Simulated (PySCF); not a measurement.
H5NSiSn, SMILES [NH2][Sn][SiH3] (connectivity only; charge and spin as stated), neutral, multiplicity 1. Atoms are numbered in the order given.

```xyz
8

Sn     0.3640    -0.5627     0.0000
N     -1.6292    -0.9406     0.0000
H     -2.0151    -1.8801     0.0000
H     -2.3658    -0.2412     0.0000
Si    -0.1246     2.0692     0.0000
H      0.4643     2.7505     1.2020
H     -1.5977     2.3716     0.0000
H      0.4643     2.7505    -1.2020
```
Charge 0, spin multiplicity 1.

Geometry optimised at PBE0-D3(BJ)/def2-SVP. The def2 effective core potentials stand for the cores of Sn; spin–orbit coupling is left out. The values are those of a single conformer.

These are M06-2X/def2-TZVPD in PySCF values and carry that method's errors.

The molecule is in vacuum.

Computed frontier levels, gap, dipole moment and polarisability:
The highest occupied level is -7.03 eV. The lowest empty level is -1.50 eV, the orbital gap comes out as 5.53 eV and the dipole moment comes out as 1.36 D. The quadrupole, principal values (traceless, Buckingham form, about the centre of nuclear charge) is -5.91, 2.03, 3.89 D·Å. The mean static polarisability comes out as 92.8 bohr³ (13.75 Å³) and the polarisability, principal values comes out as 71.5, 86.4, 120.5 bohr³.
